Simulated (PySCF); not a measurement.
C₃H₇O₂, SMILES OC(C)C[O], multiplicity 2. Geometry optimised at ωB97X-D3(BJ)/def2-SVP. The isomer is the one that the SMILES or the coordinates give; other isomers of the formula were not compared. The values are those of a single conformer.

Computed equilibrium geometry at ωB97X-D3(BJ)/def2-SVP (PySCF confirms it by a frequency run) as Cartesian coordinates in Å (one conformer of several):
```xyz
12

C      1.5385     0.1424     0.0464
C      0.0809     0.5331    -0.1534
O     -0.3678     1.4718     0.8063
C     -0.8519    -0.6696    -0.0001
O     -0.6017    -1.7144    -0.8277
H      2.2092     1.0003    -0.1260
H      1.6954    -0.2197     1.0756
H      1.8138    -0.6574    -0.6575
H     -0.0519     0.9289    -1.1814
H      0.1857     2.2575     0.7443
H     -0.7858    -1.0523     1.0473
H     -1.9152    -0.3522    -0.0886
```
Charge 0, spin multiplicity 2.
